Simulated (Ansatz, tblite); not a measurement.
Cost and result up the ladder for Ta3Se12 (15 atoms). The state is a doublet with charge 0. Geometry: PBE-D4/def2-SVP.

```xyz
15

Ta   -0.455    1.509   -1.269
Ta   -2.048   -0.669    0.872
Ta    1.651   -1.064    0.266
Se   -0.613    0.227   -3.345
Se   -0.180    3.752   -1.810
Se   -0.559   -1.382   -1.376
Se    2.279    1.293   -1.166
Se   -2.824    1.363   -0.449
Se    0.107    1.581    1.659
Se   -0.224   -2.481    1.240
Se    2.138    0.424    2.252
Se   -3.990   -1.793    1.392
Se   -1.590    0.550    3.014
Se    3.422   -2.525    0.759
Se    2.886   -0.786   -2.040
```

Ansatz on 2 threads of AMD EPYC 7R13 on a shared host and a share (18 GiB) of an NVIDIA H100 80GB HBM3; xTB runs through tblite on one thread. Times are rough, summed over both states, and most runs start from the orbitals of an earlier one. B3LYP-D4/def2-SVP serves as the yardstick here, not as an exact answer. The other state is a quartet at its own geometry, which has other bonds, so the gap mixes isomer and spin.

In the def2 sets Ta takes a core potential; there is no spin–orbit coupling. The xTB rows come from tblite. B3LYP takes the VWN-RPA correlation. Single mean-field runs in def2-SVP are fitted with def2-universal-jkfit.

xTB has no spin-polarisation term.

```json
{"level": "GFN1-xTB", "functions": "135", "wall time": "0.25 s"}
{"level": "PBE-D4/def2-SVP (with forces)", "functions": "480", "wall time": "28 s"}
{"level": "r2SCAN-D4/def2-SVP", "functions": "480", "wall time": "33 s"}
{"level": "B3LYP-D4/def2-SVP", "functions": "480", "wall time": "36 s"}
{"level": "PBE0-D4/def2-SVP", "functions": "480", "wall time": "44 s"}
{"level": "r2SCAN0-D4/def2-SVP", "functions": "480", "wall time": "52 s"}
{"level": "r2SCANh-D4/def2-SVP (with forces)", "functions": "480", "wall time": "55 s"}
```

Problem. Estimate what each level gives for the quartet − doublet (eV).

Solution. 
| level | quartet − doublet (eV) | difference from B3LYP-D4/def2-SVP (eV) | remarks |
| --- | --- | --- | --- |
| GFN1-xTB | 1.86 | 1.07 | – |
| PBE-D4/def2-SVP (with forces) | 0.72 | -0.08 | – |
| r2SCAN-D4/def2-SVP | 0.72 | -0.08 | – |
| B3LYP-D4/def2-SVP | 0.79 | 0.00 | – |
| PBE0-D4/def2-SVP | 0.81 | 0.02 | spin-contaminated (⟨S²⟩ 3.87) (quartet) |
| r2SCAN0-D4/def2-SVP | 0.77 | -0.02 | spin-contaminated (⟨S²⟩ 3.92) (quartet) |
| r2SCANh-D4/def2-SVP (with forces) | 0.75 | -0.05 | – |
